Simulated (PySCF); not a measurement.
## How methods differ on the excitation energy of Hf²⁺

Hf²⁺ [Xe] 4f14 5d2 (3F) → Hf²⁺ [Xe] 4f14 5d1 6p1 (high-spin determinant), as a difference of total energies. All numbers are calculated (PySCF 2.14, the spin-free X2C one-electron Hamiltonian (Gaussian nucleus), in x2c-TZVPPall (11s7p7d3f1g, 97 functions)). Correlated levels: valence: [Xe] 4f14 frozen. The calculations carry no spin-orbit coupling.

```
           method  excitation energy (cm⁻¹)
              UHF                     45403
    MP2 (valence)                     45413
SCS-MP2 (valence)                     45406
   CCSD (valence)                     45022
```

A first-order spin-orbit estimate (lowest level to lowest level, LS coupling) adds -0.183 eV.

The basis was made for the ground configuration and has no added diffuse functions, so the excitation energy can come out too high.

With two correlated electrons CCSD is exact in that space.

The coupled-cluster amplitudes are large for the upper state (T1 above 0.03 or a double amplitude above 0.15), so a single reference is strained.

The determinant of the upper state mixes LS terms, which raises its energy above the lowest term, most at the Hartree-Fock and MP2 levels.
